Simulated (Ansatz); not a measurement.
C4H8Si can be A, `C=C1[SiH2]C1C`, or B, `C#CC(C)[SiH3]`.

Program: Ansatz. Geometries: PBE0-D4/def2-TZVP. ΔE: electronic, gas phase. CCSD(T)/CBS is the MP2 limit (def2-TZVPP, def2-QZVPP) plus CCSD(T) − MP2 in def2-TZVPP, frozen cores. Functionals use def2-TZVPP. B3LYP here is the variant with VWN-RPA as its local correlation; programs differ in this.

Question: Which isomer does CCSD(T)/CBS put lower? Give the gap. (Estimate.)

Answer: Computed: B, by 5.1 kcal/mol.

Question: Give E(B) − E(A) in kcal/mol with CCSD(T)/def2-SVP, CCSD(T)/def2-TZVPP, PBE-D4, B3LYP, HF/def2-TZVPP, PBE0-D4, BLYP-D4. (Best estimate.)

Answer: Ansatz gave: CCSD(T)/def2-SVP -4.9, CCSD(T)/def2-TZVPP -5.3, PBE-D4 1.6, B3LYP -4.0, HF/def2-TZVPP -11.4, PBE0-D4 0.7, BLYP-D4 -3.6. The order is the other way round with PBE-D4, PBE0-D4.

Question: Does the order hold for the free energy at 298.15 K (harmonic terms from PBE0-D4)? (Estimate.)

Answer: Ansatz gave: Yes: G(B) − G(A) = -7.4 kcal/mol.

Largest T1 diagnostic: 0.012.

Leaving LDA and LC-ωPBE aside and taking each functional with its dispersion term where it has one, the values, not all of them listed here, spread over 7.2 kcal/mol, from B2PLYP to PBE-D4. LDA lies +3.1 kcal/mol from PBE without D4. In def2-TZVPP, CCSD(T) changes the Hartree–Fock value by +6.1 kcal/mol (the triples alone add +0.9 kcal/mol) and MP2 by +4.9 kcal/mol.
